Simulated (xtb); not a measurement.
Ge(H)3(PH2) (GeH5P), SMILES [PH2][GeH3]. All values are semi-empirical tight-binding results from xtb (GFN2-xTB unless named), good for trends rather than for accurate numbers. The structure is a stationary point at GFN2-xTB.

For metal compounds this method's bond lengths and energies can be far off.

The orbital gap is 5.30 eV and the zero-point energy comes out as 24.2 kcal/mol. The G − E(el) at 298.15 K (modified RRHO) is 6.8 kcal/mol.
